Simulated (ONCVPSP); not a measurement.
## Which change was made? (Zr, ONCV)

zirconium, optimised norm-conserving Vanderbilt (ONCV), made with ONCVPSP 4.0.1 (LDA (Perdew-Zunger), scalar-relativistic). Core [Ar] 3d10, reference 4s2 4p6 4d2 5s1 (charge +1). Waves: 4s+5s: rc 1.70 bohr, ncon 4, nbas 7, qcut 6.9 1/bohr, 2 projectors; 4p: rc 1.45 bohr, ncon 3, nbas 7, qcut 6 1/bohr, 2 projectors, debl 2.6 Ha; 4d: rc 1.95 bohr, ncon 4, nbas 7, qcut 4.9 1/bohr, 2 projectors, debl 1.9 Ha; f scattering state at 0.02 Ha: rc 1.80 bohr, ncon 3, nbas 7, qcut 6.8 1/bohr, 2 projectors, debl 1.7 Ha. Local part: polynomial inside 1.00 bohr (lpopt 5, dvloc0 -1 Ha). Core correction: Teter function, fcfact 5.75, rcfact 1.25.

Cutoffs, loose and tight: the cutoffs (Ha) at which the residual kinetic energy of the hardest occupied pseudo-wave falls to 1 and 0.1 mHa per electron. They do not see the model core or the augmentation charge, which bear on the density cutoff. Test errors are all-electron minus pseudo excitation energies from the reference, over the configurations 4s2 4p6 4d2 5s2; 4s2 4p6 4d2 5s0; 4s2 4p6 4d1 5s0; 4s2 4p6 4d2.5 5s1.5; variants that change the core or the reference have their own tests.

The base gives: outcome: generated; cutoff, loose: 18 Ha; cutoff, tight: 69 Ha; bound ghosts: none; GHOST(+) flags above zero: s, d; largest test error (meV): +4.5.

Task: After one change the result is: outcome: generated; cutoff, loose: 13 Ha; cutoff, tight: 16 Ha; bound ghosts: none; GHOST(+) flags above zero: none; largest test error (meV): +20. Which change was it?
A. s: qcut 8.6; p: qcut 7.5; d: qcut 6.1; f: qcut 8.5
B. d: rc 2.86
C. all radii but the core radius scaled by about 1.26 (s 2.14, p 1.82, d 2.44, f 2.26 bohr); local potential polynomial inside 1.26 bohr (lpopt 5, dvloc0 -1 Ha)

Result: C. The others give: d: rc 2.86 → outcome: generated; cutoff, loose: 18 Ha; cutoff, tight: 69 Ha; bound ghosts: none; GHOST(+) flags above zero: s, d; largest test error (meV): +45 | s: qcut 8.6; p: qcut 7.5; d: qcut 6.1; f: qcut 8.5 → outcome: generated; cutoff, loose: 22 Ha; cutoff, tight: 26 Ha; bound ghosts: none; GHOST(+) flags above zero: s; largest test error (meV): +2.2.
